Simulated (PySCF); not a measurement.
Mo(NMe)(S)(F)2 (CH3F2MoNS), SMILES C[N]=[Mo]([F])([F])=[S], multiplicity 1.

Geometry: B3LYP-D3(BJ)/def2-SVP. The multiplicity is an assumed one; no other spin state was optimised. The structure was generated by enumeration; whether it is a known compound was not checked. The def2 effective core potentials stand for the cores of Mo; spin–orbit coupling is left out.

All values below come from TDA-ωB97X/def2-SVPD (PySCF).

Vertical excitations.  State labels are in the subgroup Cs.

Problem. Estimate the UV-visible absorptions. (The exact figures need the calculation; the answer reports its results.)

Solution. 
```tsv
state	symmetry	energy (eV)	λ (nm)	f	main pairs
S1	A"	3.17	391	0.000	HOMO→LUMO+1 95 %
S2	A'	3.47	357	0.009	HOMO→LUMO 81 %, HOMO−1→LUMO+1 14 %
S3	A"	3.83	324	0.004	HOMO−1→LUMO 95 %
S4	A'	4.28	290	0.007	HOMO−1→LUMO+1 43 %, HOMO→LUMO+2 42 %, HOMO−3→LUMO 9 %
S5	A"	4.35	285	0.000	HOMO−2→LUMO 85 %
S6	A"	4.67	265	0.000	HOMO−3→LUMO+1 56 %, HOMO→LUMO+3 30 %
S7	A'	4.71	263	0.004	HOMO−3→LUMO 43 %, HOMO−2→LUMO+1 24 %, HOMO→LUMO+2 23 %
S8	A"	4.93	252	0.000	HOMO→LUMO+3 54 %, HOMO−3→LUMO+1 31 %, HOMO−4→LUMO+1 8 %
S9	A'	5.05	246	0.015	HOMO−2→LUMO+1 48 %, HOMO→LUMO+4 13 %, HOMO→LUMO+2 11 %, HOMO−4→LUMO 8 %
S10	A"	5.19	239	0.007	HOMO−1→LUMO+2 87 %
T1	A'	2.73	454	0	HOMO→LUMO 90 %
T2	A"	2.88	430	0	HOMO→LUMO+1 95 %
T3	A'	3.10	400	0	HOMO−1→LUMO+1 83 %
T4	A"	3.49	355	0	HOMO−1→LUMO 91 %
```
Triplets are in the Tamm–Dancoff approximation.
